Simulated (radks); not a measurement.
Problem. All-electron atom: Ni IV in [Ne] 3p6 3d9 (not the ground configuration). All-electron calculation, non-relativistic Kohn-Sham, LDA (Slater exchange, Perdew-Wang correlation), spin-polarised, spherical densities, point nucleus; open shells are filled with parallel spins first. Program: a radial shooting solver on a logarithmic mesh with Libxc functionals. Some entries of the table are withheld. Estimate them.

orbital  occ.  eigenvalue (eV)  r(max) (bohr)  <1/r> (bohr^-1)
1s up       1        -8155.893        0.03620            27.47
1s down     1        -8155.887        0.03620            27.47
2s up       1        -1005.078         0.2078            5.942
2s down     1        -1004.406         0.2078            5.944
2p up       3        -884.6776         0.1659            5.910
2p down     3        -884.1670         0.1658            5.913
3s up       0        -149.9945            (1)              (2)
3s down     0        -148.7784            (3)              (4)
3p up       3        -112.8406         0.6464            1.786
3p down     3        -111.6520         0.6468            1.782
3d up       5         -50.1925         0.6116            1.482
3d down     4         -49.0732         0.6134            1.474
4p up       0         -25.7417          2.111           0.5477
4p down     0         -25.5179          2.124           0.5436

Solution. 
(1) 3s up r(max) (bohr): 0.6459
(2) 3s up <1/r> (bohr^-1): 1.903
(3) 3s down r(max) (bohr): 0.6462
(4) 3s down <1/r> (bohr^-1): 1.900
